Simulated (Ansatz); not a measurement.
One change: `O=[C]([SeH])[InH][OH]` becomes `CC(=O)[SeH]`.

Ansatz, PBE0-D4/def2-TZVP geometries, multiplicity 1. Each molecule was computed in one conformer, which needn't be the lowest.

Elements past krypton have def2 core potentials. Scalar relativity is left out up to krypton. Spin–orbit coupling is left out; it splits and shifts lone-pair levels of the heavy atoms by tenths of an eV.

```tsv
property	`O=[C]([SeH])[InH][OH]`
LUMO energy (PBE/def2-TZVPP) / eV	-3.02
size of the dipole moment (B3LYP/def2-TZVPP) / D	1.94
HOMO–LUMO gap (B3LYP/def2-TZVPP) / eV	4.11
HOMO energy (ωB97M-V/def2-TZVPP) / eV	-8.83
HOMO–LUMO gap (ωB97M-V/def2-TZVPP) / eV	8.31
size of the dipole moment (PBE/def2-TZVPP) / D	1.70
```

**Question.** What does the change do to each property? (Estimate.)

**Answer.** Computed: 
| property | `CC(=O)[SeH]` | shift |
| --- | --- | --- |
| LUMO energy (PBE/def2-TZVPP) / eV | -1.83 | 1.19 |
| size of the dipole moment (B3LYP/def2-TZVPP) / D | 3.07 | 1.13 |
| HOMO–LUMO gap (B3LYP/def2-TZVPP) / eV | 6.12 | 2.01 |
| HOMO energy (ωB97M-V/def2-TZVPP) / eV | -9.50 | -0.67 |
| HOMO–LUMO gap (ωB97M-V/def2-TZVPP) / eV | 11.03 | 2.72 |
| size of the dipole moment (PBE/def2-TZVPP) / D | 2.94 | 1.24 |

With PBE0 the HOMO falls by 0.54 eV and the LUMO rises by 1.50 eV, so the gap widens by about 2.04 eV. PBE moves the HOMO by -0.55 eV and ωB97M-V by -0.67 eV. Dipoles are sizes alone; their direction can turn.

Positive LUMOs are unbound, so they and the gaps depend on the basis.

B3LYP here is the variant with VWN-RPA as its local correlation; programs differ in this.
